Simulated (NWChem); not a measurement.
Molecule: SeO2, triplet; SMILES of the neutral closed-shell parent O=[Se]=O

```xyz
3

O      1.2233     0.0000    -0.8225
Se     0.0000     0.0000     0.3870
O     -1.2233     0.0000    -0.8225
```
Atoms are numbered in this order, from 1.

Results from NWChem. Spin-unrestricted. In the optimisation the excess spin sits in b1 and b2 (C2v, its own frame). Structure relaxed at the PBE-D3(BJ)/def2-SVP, spin-unrestricted level. The spin multiplicity was typed, not searched, and may not be the lowest. No stability test was run on the SCF state. Level M06-2X/def2-SVP: energy and gradient on several grids; changes count from the extra-fine grid, which is no exact limit either.

Which is the coarsest grid (xcoarse; medium; coarse; fine; xfine) from which on the energy stays within 100 μHa and each gradient component within 200 μHa/bohr of xfine?

medium.
```
grid     size of the energy change (μHa)  largest change of a gradient component (μHa/bohr)
-------  -------------------------------  -------------------------------------------------
xcoarse                            10000                                               6000
coarse                               200                                                100
medium                              < 10                                                 70
fine                                < 10                                               < 30
xfine                               < 10                                               < 30
```
